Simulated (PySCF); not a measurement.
# NMR data sheet: C$_{4}$H$_{5}$F$_{3}$O

```yaml
Formula: C4H5F3O
SMILES: CCC(=O)C(F)(F)F
Point_group_of_the_computed_structure: Cs
Degrees_of_unsaturation: 1
Carbon_signals: 4
Proton_signals: 2
```

Numbering as in the mapped SMILES `[CH3:1][CH2:2][C:3](=[O:4])[C:5]([F:6])([F:7])[F:8]`; H(Xn) means a hydrogen on atom n.

Non-relativistic, a single conformation, averaged over atoms made equivalent by symmetry, fast rotation or ring inversion, in vacuum. GFN2-xTB geometry; spin–spin couplings from B3LYP/pcJ-1 (spin–dipole term only in couplings to heteroatoms); σ from GIAO-PBE0/pcSseg-1; PySCF 2.14.0 with density-fitted response routines.

δ = σ(ref) − σ, references computed at the same level: TMS for 1H (31.72 ppm), 13C (186.93 ppm); 19F (170.95 ppm) vs CFCl3; H2O for 17O (336.08 ppm).

| carbon | δC, type | δH (multiplicity, J in Hz) | HMBC from (abs. J ≥ 3 Hz) | span of the C tensor (ppm) |
| --- | --- | --- | --- | --- |
| C1 | 7.9, CH3 | 1.18 (t, 7.5) | H(C2) | 9 |
| C2 | 33.3, CH2 | 2.89 (qq, 7.5, 1.5) | H(C1) | 46 |
| C3 | 199.7, C | – | H(C2), H(C1) | 202 |
| C5 | 125.9, C | – | – | 35 |

Other nuclei:
```
   atoms  nucleus              environment  δ (ppm)  σ (ppm)
F6/F7/F8      19F  fluorine of a CF3 group    -94.6    265.6
      O4      17O            ketone oxygen    657.7   -321.6
```

Selected couplings (Hz, signed; the shortest-range and largest first, 30 at most; isotopes 13C, 19F, 1H): 1J(C5,F6) -366.5, 1J(C1,H(C1)) 135.3, 1J(C2,H(C2)) 134.4, 1J(C3,C5) 68.2, 1J(C2,C3) 46.3, 1J(C1,C2) 35.2, 2J(C3,F6) 32.8, 2J(C2,C5) 17.3, 2J(C1,C3) -1.8, 3J(H(C1),H(C2)) 7.5, 3J(C1,C5) 2.0, 4J(F6,H(C2)) 1.5.

1. Carbon types of the structure: 2 × C, 1 × CH2, 1 × CH3, which accounts for all hydrogens.
2. δC 199.7: ketone carbonyl carbon; the double bond to the heteroatom, with no lone-pair donor beside it, deshields it most.
3. δC 125.9: CF3 carbon; 3 electronegative neighbours deshield it.
4. δC 33.3: sp3 CH2 α to a carbonyl; α to the electron-withdrawing carbonyl group.
5. δC 7.9: methyl carbon; a saturated carbon with 1 carbon neighbour and no heteroatom attached.
6. δH 2.89: hydrogen on an sp3 CH2 α to a carbonyl; α to C=O.
7. The protons at 1.18 and 2.89 share a coupling of 7.5 Hz (vicinal).

C–F couplings over four or more bonds (about 3 Hz to the para carbon of a fluoroarene) are left out. Common functionals overestimate the size of one-bond C–F couplings by tens of Hz; these are unscaled. Multiplet labels drop couplings under 1 Hz and merge nearly equal ones. Unscaled 3J(H,H) at this level run about 10 % above measured values. Shifts are as computed. Against solution values, carbons near 30 ppm lie about +3 ppm off and those near 130 ppm about +5 ppm. Of 1211 compounds with measured shifts, 218 miss one by over three times the rms of a fit or turn the order of signals round; such compounds aren't used in these exercises. Unscaled 19F shifts against computed CFCl3 carry errors that often reach 10 to 50 ppm. Unscaled 17O shifts of doubly bonded oxygen tend to come out too high, by tens of ppm or more. Experimental scales use liquid or dissolved standards, which lie at an offset from isolated H2O (liquid H2O: subtract about 36 ppm).
